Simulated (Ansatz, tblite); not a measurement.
Isomers of Cd₃F₄⁺ (doublet), found by a short tight-binding search and relaxed with r2SCAN-D4/def2-SVP in Ansatz.

In the def2 sets Cd takes a core potential, while STO-3G treats all electrons; there is no spin–orbit coupling. The xTB rows come from tblite. Correlated methods freeze 4 core orbitals; core or outer-core shells of Cd are correlated, in sets that lack core-valence functions.

Other spin states weren't relaxed.

A:

```
atom    x (Å)    y (Å)    z (Å)
 Cd1  -0.1440  -1.4526  -1.0126
 Cd2  -2.1219   1.2634  -1.4162
 Cd3   1.2376   0.3380   1.4609
  F4   1.7707   1.6308   2.7805
  F5   1.2984  -1.5225   0.4226
  F6  -1.6531  -0.8048  -2.1713
  F7  -0.3877   0.5478  -0.0640
```

B:

```xyz
7

Cd    1.686   -0.554    0.748
Cd   -1.602   -0.049    1.095
Cd   -0.045    0.869   -1.733
F    -1.913    0.209   -0.984
F     0.222    1.145    0.494
F    -0.024   -1.313    1.733
F     1.676   -0.308   -1.353
```

C:

```xyz
7

Cd    0.7683   -1.5847    0.4061
Cd   -0.4050    1.1039    1.3817
Cd   -0.4946    0.6638   -2.4414
F     0.3898   -1.1248   -1.5709
F    -0.9434   -0.9526    1.5028
F     1.5236    0.2071    1.2734
F    -0.8387    1.6873   -0.5516
```

D:

```
atom   x (Å)   y (Å)   z (Å)
 Cd1   0.287  -2.052   0.232
 Cd2  -0.175   0.653  -1.972
 Cd3  -0.070   0.879   1.093
  F4  -0.316   2.203  -0.442
  F5  -1.230  -0.567  -0.439
  F6   1.294  -0.226  -0.549
  F7   0.211  -0.889   2.077
```

Problem. Estimate their order by electronic energy at PBE-QIDH/def2-TZVP, counted from the lowest.

Solution. A (0.00) < C (0.02) < B (0.22) < D (0.26), in eV. Gaps under about 2 kJ/mol are ties within the noise of geometry and basis.

Problem. Do the other levels pick the same lowest one?

Solution. Not GFN1-xTB, GFN2-xTB, HF/STO-3G, HF/def2-TZVP, PBE-D4/def2-SVP, PBE-D4/def2-TZVP, r2SCAN-D4/def2-TZVP, r2SCANh-D4/def2-TZVP, PBE0-D4/def2-SVP, PBE0-D4/def2-TZVP, BHLYP-D4/def2-TZVP. Energies above each level's lowest (eV):

| level | A | B | C | D |
| --- | --- | --- | --- | --- |
| GFN1-xTB | 0.18 | 0.12 | 0.00 | 0.10 |
| GFN2-xTB | 0.55 | 0.27 | 0.20 | 0.00 |
| HF/STO-3G | 0.32 | 0.38 | 0.28 | 0.00 |
| HF/def2-TZVP | 0.16 | 0.82 | 0.00 | 0.73 |
| PBE-D4/def2-SVP | 0.29 | 0.00 | 0.27 | 0.09 |
| PBE-D4/def2-TZVP | 0.14 | 0.00 | 0.18 | 0.14 |
| r2SCAN-D4/def2-TZVP | 0.11 | 0.00 | 0.14 | 0.05 |
| r2SCANh-D4/def2-TZVP | 0.06 | 0.00 | 0.08 | 0.04 |
| PBE0-D4/def2-SVP | 0.16 | 0.00 | 0.11 | 0.05 |
| PBE0-D4/def2-TZVP | 0.01 | 0.00 | 0.03 | 0.10 |
| BHLYP-D4/def2-TZVP | 0.05 | 0.12 | 0.00 | 0.22 |
| PBE-QIDH/def2-TZVP | 0.00 | 0.22 | 0.02 | 0.26 |
| RPA@PBE/def2-TZVP | 0.00 | 0.02 | 0.08 | 0.02 |
| MP2/def2-TZVP | 0.00 | 0.33 | 0.05 | 0.48 |
Point groups (tolerance 0.1 Å): A Cs, B not assigned, C not assigned, D C2v. Lower isomers may exist. From def2-SVP to def2-TZVP the PBE0 values move by up to 0.15 eV, so results in the small set are rough.
